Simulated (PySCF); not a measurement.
**Worked example: oscillator strength and radiative lifetime**

In(F)(Me)(vinyl) (C3H6FIn), SMILES [F][In]([CH]=C)[CH3].

Coordinates come from a B3LYP-D3(BJ)/def2-SVP optimisation. The structure was generated by enumeration; whether it is a known compound was not checked. The def2 effective core potentials stand for the cores of In; spin–orbit coupling is left out. The values are those of a single conformer.

TDDFT-PBE/def2-SVPD (PySCF) puts the first singlet state with f over 0.02 at 5.43 eV (vertical), with the transition dipole (-0.300, -0.302, 0.125) in atomic units.

**Question.** Find the oscillator strength, the wavelength and the radiative lifetime that this transition would have in vacuum if emission retraced absorption.

**Answer.** 
|μ|² = 0.1968 au, so |μ| = 1.13 D. ΔE = 5.43/27.211 = 0.1995 hartree. f = (2/3) ΔE |μ|² = 0.026 (the program prints 0.026).
λ = 1239.84/5.43 = 228 nm; ν = 43796 cm⁻¹.
Einstein's coefficient A = 0.6670 ν² f s⁻¹ (ν in cm⁻¹) = 3.3e7 s⁻¹, so τ = 1/A = 30 ns. This state is S3; the lower singlets have f = 0.000, 0.004. The figure is the radiative limit of this one transition; relaxation, internal conversion, crossing to triplets and a medium change what is measured.
